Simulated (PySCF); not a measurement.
## Field gradients at the hydrogen positions

C₇H₁₂Si.
Structure used (GFN2-xTB), in Å, numbered top down from 1:
```xyz
20
C7H12Si angstrom
Si     2.6779   -0.4240   -0.3958
C      0.9446   -1.1915   -0.2053
C     -0.1135   -0.1713    0.1203
C     -0.4137    0.9072   -0.9113
C     -1.8886    1.1519   -0.7623
C     -2.4446    0.3489    0.1358
C     -1.4344   -0.5161    0.7803
C     -0.3617    0.2306    1.5398
H      2.9953    0.3601    0.7981
H      3.6524   -1.5050   -0.5589
H      2.7145    0.4422   -1.5758
H      0.9662   -1.9441    0.5856
H      0.6685   -1.7155   -1.1244
H     -0.1784    0.5631   -1.9228
H      0.1659    1.8157   -0.7300
H     -2.3937    1.9007   -1.3485
H     -3.4883    0.3088    0.3958
H     -1.7045   -1.5141    1.0940
H     -0.5339    1.2723    1.7689
H      0.1648   -0.3094    2.3134
```

Level: PBE0/pcSseg-1 (PySCF, non-relativistic); Q(2H) = 0.00286 b; rigid geometry, the same for H and D, with no vibrational averaging.

Problem. Rank these positions by the coupling χzz of a deuteron there, largest first.
A. H18 (methine hydrogen)
B. H14 (methylene hydrogen)
C. H11 (Si–H hydrogen)
D. H12 (methylene hydrogen)
E. H16 (vinylic hydrogen)

Solution. E (227 kHz), A (222 kHz), D (208 kHz), B (203 kHz), C (110 kHz).

Problem. Tabulate Vzz, the asymmetry η and χzz = 234.96 MHz × Q × Vzz for every hydrogen position.

Solution. 
```tsv
atom	bonded to	bond length (Å)	Vzz (au)	η	χzz (kHz)
H9	Si1	1.463	0.1641	0.00	110
H10	Si1	1.464	0.1628	0.00	109
H11	Si1	1.464	0.1630	0.01	110
H12	C2	1.092	0.3100	0.04	208
H13	C2	1.093	0.3077	0.03	207
H14	C4	1.094	0.3020	0.03	203
H15	C4	1.093	0.3051	0.01	205
H16	C5	1.077	0.3385	0.05	227
H17	C6	1.076	0.3391	0.05	228
H18	C7	1.080	0.3310	0.08	222
H19	C8	1.080	0.3288	0.07	221
H20	C8	1.080	0.3310	0.07	222
```

Problem. Average by the element that carries the hydrogen.

Solution. on Si: 110 kHz over 3 positions, mean bond length 1.464 Å; on C: 216 kHz over 9 positions, mean bond length 1.085 Å.

Problem. How does χzz go with the bond length over the 9 C–H bonds?

Solution. A straight-line fit has a slope of -13.2 kHz for each 0.01 Å, with a correlation coefficient of -0.99, over lengths from 1.076 to 1.094 Å. The longer bonds have the smaller couplings here.

Problem. A static deuteron (I = 1) shows a doublet split by (3/2)χ, (3/4)χ(1 + η) and (3/4)χ(1 − η) with the field along z, y and x of the gradient. What are these for H16?

Solution. With |χ| = 227.5 kHz and η = 0.052: 341, 180 and 162 kHz, to first order and without motion.

Geometry: GFN2-xTB, one conformer, isolated molecule. GFN2-xTB bond lengths can be off by several hundredths of an ångström, more for odd bonds, and the gradients follow them. These gradients aren't converged with respect to the basis.
